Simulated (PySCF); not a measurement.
NbS(NH2)3 (singlet state).
Bonds: Nb1–S2, Nb1–N3, Nb1–N6, Nb1–N9. Hydrogens: H4, H5 on N3; H7, H8 on N6; H10, H11 on N9.

Method used: PySCF 2.14.0, PBE0-D3(BJ)/def2-SVP geometry optimisation, gas phase, def2 core potentials past Kr.

Task: Give the optimised bond lengths and angles.

Result: 
```
                  bond  length (pm)
                Nb1–S2        215.1
Nb1–N3, Nb1–N6, Nb1–N9        197.0
N3–H4 and 5 like bonds        101.7
```

Bonds in one row agree within 1 pm and their mean is given. A selection of angles:
```
    angle  degrees
S2–Nb1–N3    109.6
N3–Nb1–N6    109.3
Nb1–N3–H4    125.0
 H4–N3–H5    109.6
```

All 3 N–Nb bonds measure 1.969 to 1.970 Å. Nb1 (niobium bonded to 3 N and S) is tetrahedral (angles from 109.2° to 109.7°). N3 (nitrogen bonded to Nb and 2 H) is planar (angles 125.4°, 125.0° and 109.6°, sum 360.0°, 0.00 Å off the plane of its three neighbours).

No PBE0-D3(BJ)/def2-SVP frequencies stand behind this structure, so it isn't proved a minimum. Torsions: S2–Nb1–N3–H 178° and -1°, S2–Nb1–N6–H -1° and 178°, S2–Nb1–N9–H 180° and 0°.

Hardware: one thread, Intel Xeon Platinum 8488C (x86_64), no GPU, shared host with 96 logical CPUs at a one-minute load of 15. Cost: 54 s wall, 0.49 GiB resident at most. This is the geometry optimisation.
